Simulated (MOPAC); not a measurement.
Input file for MOPAC: AM1 on BH4NO2 (SMILES NB(O)O), a point of a torsion scan.

```
AM1 1SCF PRECISE CHARGE=0 THREADS=1
BH4NO2

N      1.16009276 1    -0.12988275 1     0.23596209 1
B     -0.21483673 1     0.11648460 1     0.13614871 1
O     -1.05715585 1    -0.96213551 1     0.03521368 1
O     -0.63805680 1     1.42181925 1     0.14505937 1
H      1.83407558 1     0.60666222 1     0.31305185 1
H      1.54147579 1    -1.05573119 1     0.23579215 1
H     -1.98729450 1    -0.75272139 1    -0.03103171 1
H     -1.58279292 1     1.54809010 1     0.07484924 1
```

Program output:

```
*******************************************************************************
 **                                                                           **
 **                              MOPAC v23.2.5                                **
 **                                                                           **
 *******************************************************************************
 ** MOPAC's Digital Object Identifier: https://doi.org/10.5281/zenodo.6511958 **
 **                                                                           **
 ** Please cite the open-source release paper for use of this MOPAC version:  **
 ** J. E. Moussa and J. J. P. Stewart (2026)                                  **
 ** MOPAC: An open-source semiempirical molecular orbital program             **
 ** J. Open Source Softw., 11(119), 8025, https://doi.org/10.21105/joss.08025 **
 *******************************************************************************

                              AM1 CALCULATION RESULTS

 *******************************************************************************
 *  AM1        - The AM1 Hamiltonian to be used
 *
 *
 *
 *                 CHARGE ON SYSTEM = 0
 *
 *
 *
 *  PRECISE    - TIGHTER CRITERIA TO BE USED
 *  1SCF       - DO 1 SCF AND THEN STOP
 *  THREADS=1  - MULTI-THREADING NOT USED
 *  T=         - A TIME OF 172800.0 SECONDS REQUESTED
 *  DUMP=N     - RESTART FILE WRITTEN EVERY 7200.0 SECONDS REQUESTED
 *******************************************************************************
AM1 1SCF PRECISE CHARGE=0 THREADS=1
 BH4NO2

   ATOM   CHEMICAL          X               Y               Z
  NUMBER   SYMBOL      (ANGSTROMS)     (ANGSTROMS)     (ANGSTROMS)

     1       N          1.16009276  *  -0.12988275  *   0.23596209  *
     2       B         -0.21483673  *   0.11648460  *   0.13614871  *
     3       O         -1.05715585  *  -0.96213551  *   0.03521368  *
     4       O         -0.63805680  *   1.42181925  *   0.14505937  *
     5       H          1.83407558  *   0.60666222  *   0.31305185  *
     6       H          1.54147579  *  -1.05573119  *   0.23579215  *
     7       H         -1.98729450  *  -0.75272139  *  -0.03103171  *
     8       H         -1.58279292  *   1.54809010  *   0.07484924  *



          CARTESIAN COORDINATES

    NO.       ATOM           X           Y           Z

     1         N          1.1601     -0.1299      0.2360
     2         B         -0.2148      0.1165      0.1361
     3         O         -1.0572     -0.9621      0.0352
     4         O         -0.6381      1.4218      0.1451
     5         H          1.8341      0.6067      0.3131
     6         H          1.5415     -1.0557      0.2358
     7         H         -1.9873     -0.7527     -0.0310
     8         H         -1.5828      1.5481      0.0748

  H: (AM1): M.J.S. DEWAR ET AL, J. AM. CHEM. SOC. 107 3902-3909 (1985)
  B: (AM1): M.J.S. DEWAR ET AL, ORGANOMETALLICS, 7, 513-521 (1988)
  N: (AM1): M.J.S. DEWAR ET AL, J. AM. CHEM. SOC. 107 3902-3909 (1985)
  O: (AM1): M.J.S. DEWAR ET AL, J. AM. CHEM. SOC. 107 3902-3909 (1985)

           Empirical Formula: H4 N O2 B  =     8 atoms



      MOLECULAR POINT GROUP   :   C2v


      RHF CALCULATION, NO. OF DOUBLY OCCUPIED LEVELS = 12


 -------------------------------------------------------------------------------
 AM1 1SCF PRECISE CHARGE=0 THREADS=1
 BH4NO2



     1SCF WAS SPECIFIED, SO BFGS WAS NOT USED
     SCF FIELD WAS ACHIEVED


                              AM1 CALCULATION
                                                       MOPAC v23.2.5 Linux




          FINAL HEAT OF FORMATION =       -182.55084 KCAL/MOL =    -763.79271 KJ/MOL


          COSMO AREA              =         90.88 SQUARE ANGSTROMS
          COSMO VOLUME            =         72.15 CUBIC ANGSTROMS

          IONIZATION POTENTIAL    =         10.182767 EV
          HOMO LUMO ENERGIES (EV) =        -10.183  2.244
          NO. OF FILLED LEVELS    =         12
          MOLECULAR WEIGHT        =         60.8471         POINT GROUP:  C2v

          MOLECULAR DIMENSIONS (Angstroms)

            Atom       Atom       Distance
            H     7    H     5     4.07053
            H     8    H     6     3.50037
            H     5    H     6     0.00042


          SCF CALCULATIONS        =          1





   ATOM   CHEMICAL          X               Y               Z
  NUMBER   SYMBOL      (ANGSTROMS)     (ANGSTROMS)     (ANGSTROMS)

     1       N          1.16009276  *  -0.12988275  *   0.23596209  *
     2       B         -0.21483673  *   0.11648460  *   0.13614871  *
     3       O         -1.05715585  *  -0.96213551  *   0.03521368  *
     4       O         -0.63805680  *   1.42181925  *   0.14505937  *
     5       H          1.83407558  *   0.60666222  *   0.31305185  *
     6       H          1.54147579  *  -1.05573119  *   0.23579215  *
     7       H         -1.98729450  *  -0.75272139  *  -0.03103171  *
     8       H         -1.58279292  *   1.54809010  *   0.07484924  *

                             CARTESIAN COORDINATES

   1    N        1.160092760    -0.129882750     0.235962090
   2    B       -0.214836730     0.116484600     0.136148710
   3    O       -1.057155850    -0.962135510     0.035213680
   4    O       -0.638056800     1.421819250     0.145059370
   5    H        1.834075580     0.606662220     0.313051850
   6    H        1.541475790    -1.055731190     0.235792150
   7    H       -1.987294500    -0.752721390    -0.031031710
   8    H       -1.582792920     1.548090100     0.074849240


           Empirical Formula: H4 N O2 B  =     8 atoms



      MOLECULAR POINT GROUP   :   C2v


                  EIGENVALUES
 -38.13465 -36.23075 -32.87656 -21.46043 -19.66339 -16.49569 -15.85208 -15.40957
 -14.64267 -12.93612 -12.37725 -10.18277   2.24412   3.72592   3.91786   4.90268
   5.62666   6.33542   7.78450   8.76988


              NET ATOMIC CHARGES AND DIPOLE CONTRIBUTIONS

  ATOM NO.   TYPE          CHARGE      No. of ELECS.   s-Pop       p-Pop
    1          N          -0.434284        5.4343     1.43632     3.99797
    2          B           0.250351        2.7496     1.06243     1.68722
    3          O          -0.347039        6.3470     1.83537     4.51167
    4          O          -0.346985        6.3470     1.83539     4.51159
    5          H           0.216364        0.7836     0.78364
    6          H           0.216324        0.7837     0.78368
    7          H           0.222646        0.7774     0.77735
    8          H           0.222623        0.7774     0.77738
 DIPOLE           X         Y         Z       TOTAL
 POINT-CHG.    -0.163     0.029    -0.012     0.166
 HYBRID        -0.713     0.128    -0.052     0.726
 SUM           -0.876     0.157    -0.063     0.892


          ATOMIC ORBITAL ELECTRON POPULATIONS

     Atom    s        px        py        pz
    1  N   1.43632   1.08712   1.09996   1.81089
    2  B   1.06243   0.66079   0.59685   0.42958
    3  O   1.83537   1.20458   1.43407   1.87302
    4  O   1.83539   1.26961   1.36774   1.87424
    5  H   0.78364
    6  H   0.78368
    7  H   0.77735
    8  H   0.77738

 **********************
 *                    *
 * JOB ENDED NORMALLY *
 *                    *
 **********************




 == MOPAC DONE ==
```

The run finished.

Cost: about 0.05 core-seconds (a rough figure).
